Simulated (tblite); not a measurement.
C$_{3}$H$_{7}$O (SMILES [CH2]C(C)O), doublet, geometry from GFN2-xTB; GFN1-xTB (tblite 0.6.0).

tblite was given this input:
```
$ tblite run mol.xyz --method gfn1 --charge 0 --spin 1 --grad --json tblite.json --no-restart

# file mol.xyz
11

O     -0.05892672     1.35633054    -0.11322781
C     -0.02863471     0.02565496     0.35439911
H      0.82063304     1.73921461    -0.02733603
H      0.14012484     0.02515463     1.45324908
C     -1.32028118    -0.61414156     0.06029069
C      1.14796001    -0.75883329    -0.27258888
H      1.05098018    -0.75215105    -1.35533659
H     -2.03739428    -0.10086714    -0.54501858
H      2.09748678    -0.30189391     0.00291482
H     -1.53264840    -1.58991250     0.44633478
H      1.13796680    -1.78626957     0.07840942
```

### Question
Write the output that tblite gives for this input, abridged.

### Answer

```
xTB calculator
 | screened Coulomb repulsion
 | Coulomb electrostatics
 |  * isotropic Klopman-Ohno-Mataga-Nishimoto electrostatics
 |  * onsite third-order electrostatics
 | DFT-D3(BJ) dispersion correction

halogen bonding energy    0.0000000000000E+00 Eh
repulsion energy          1.5911569790884E-01 Eh
dispersion energy        -2.8456391870724E-03 Eh
number of electrons       2.5000000000000E+01 e
integral cutoff           1.9731147476801E+01 bohr

------------------------------------------------------------
  cycle        total energy    energy error   density error
------------------------------------------------------------
      1     -14.65197988280  -1.4808250E+01   5.8570391E-01
      2     -14.72756314113  -7.5583258E-02   3.2910349E-01
      3     -14.73087974931  -3.3166082E-03   6.9725835E-02
      4     -14.73228189391  -1.4021446E-03   7.0393839E-03
      5     -14.73231992786  -3.8033949E-05   1.7244249E-03
      6     -14.73232173625  -1.8083979E-06   5.2974687E-04
      7     -14.73232237779  -6.4153454E-07   7.8498023E-05
      8     -14.73232238135  -3.5651198E-09   6.7400729E-06
------------------------------------------------------------

electronic energy        -1.4888592440075E+01 Eh
total energy             -1.4732322381353E+01 Eh

Post processing:
 | Mayer-Wiberg bond orders

[Info] Tight-binding results written to 'tblite.txt'
[Info] JSON dump of results written to 'tblite.json'
```
